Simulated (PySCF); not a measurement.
GeOCl2, SMILES [O]=[Ge]([Cl])[Cl].

Geometry optimised at PBE0-D3(BJ)/def2-SVP.

Computed with PBE/def2-TZVPD run with PySCF.

The molecule is in vacuum.

```yaml
total_energy: -3071.99339 hartree
point_group: C2v
highest_occupied_level: -7.35 eV
lowest_empty_level: -3.87 eV
orbital_gap: 3.48 eV
dipole_moment: 2.45 D
quadrupole, principal values (traceless, Buckingham form, about the centre of nuclear charge): -8.84, 3.19, 5.65 D·Å
mean_static_polarisability: 63.2 bohr³ (9.36 Å³)
polarisability_principal_values: 44.8, 70.0, 74.6 bohr³
```
